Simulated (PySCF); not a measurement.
# Static response to an electric field

Species: C5H6F2.
Structure used (GFN2-xTB), in Å, numbered top down from 1:
```
atom  x, y, z in Å
C1     2.0188   -0.7894   -0.2888
C2     1.2905    0.2864   -0.0684
F3     1.6582    1.4680   -0.6214
C4     0.0317    0.3943    0.7383
C5    -1.1428    0.6039   -0.1723
C6    -2.1545   -0.2342   -0.2877
F7    -2.2377   -1.3646    0.4369
H8     2.9057   -0.7483   -0.8952
H9     1.7429   -1.7359    0.1344
H10   -0.1022   -0.5117    1.3273
H11    0.1222    1.2558    1.4071
H12   -1.1324    1.4905   -0.7862
H13   -3.0048   -0.1144   -0.9416
```

Level: PBE0/def2-SVPD (PySCF), static field, nuclei fixed, core orbitals frozen in the response. The polarisability tensor in these axes (au):

```
x   75.35 -0.45 -0.51
y   -0.45 62.31 -0.25
z   -0.51 -0.25 49.30
```

**Question.** What are the eigenvalues, a third of the trace, and Δα (Δα² = ½Σ(αi − αj)² over the three pairs)?

**Answer.** Principal values 49.28, 62.30 and 75.38 au; mean 62.32 au = 9.23 Å³ = 10.28 × 10⁻⁴⁰ C²·m²/J; Δα = 22.60 au (36 % of the mean).

**Question.** What is the dipole moment, and where does it point?

**Answer.** (-0.52, 0.05, 0.08) D, 0.53 D in size, pointing from the negative to the positive side. Measured along this direction, the outermost atoms are H8 at the negative end and H13 at the positive end.

**Question.** Estimate the molar refractivity from the static electronic polarisability.

**Answer.** Lorentz–Lorenz: R = (4π/3)N_A α = 2.5225 cm³/(mol·Å³) × 9.23 Å³ = 23.3 cm³/mol, in the limit of long wavelengths.

**Question.** Form Σ f/ω² (atomic units) for the 6 lowest TDDFT singlets, given as eV and f, and set it beside the mean polarisability, which is this sum over all singlets: 6.52, 0.1363; 6.71, 0.0192; 6.99, 0.0162; 7.26, 0.0380; 7.57, 0.2389; 7.72, 0.1589.

**Answer.** They add up to 8.53 au, 13.7 % of the 62.32 au; the largest single term is 3.08 au, from the state at 7.57 eV. Terms in order: 2.37, 0.32, 0.25, 0.53, 3.08, 1.97 au. Higher excitations give the rest. The strengths listed sum to 0.608.

**Question.** In a dilute gas of rigid molecules at 298 K, how does the orientational term μ²/3kT compare with the electronic polarisability?

**Answer.** In Gaussian units μ²/3kT = 2.24 Å³ against 9.23 Å³, a ratio of 0.24; the Debye molar polarisation (4π/3)N_A(α + μ²/3kT) is 28.9 cm³/mol, leaving out the vibrational part.

**Question.** Along which axes do the principal values lie, and how far do the nuclei extend along each?

**Answer.** Largest value along (1.00, -0.03, -0.02), where the nuclei span 5.93 Å; middle along (0.03, 1.00, -0.02), 3.21 Å; least along (0.02, 0.02, 1.00), 2.44 Å. The response follows the extents in order.

Geometry: GFN2-xTB, one conformer, isolated molecule.
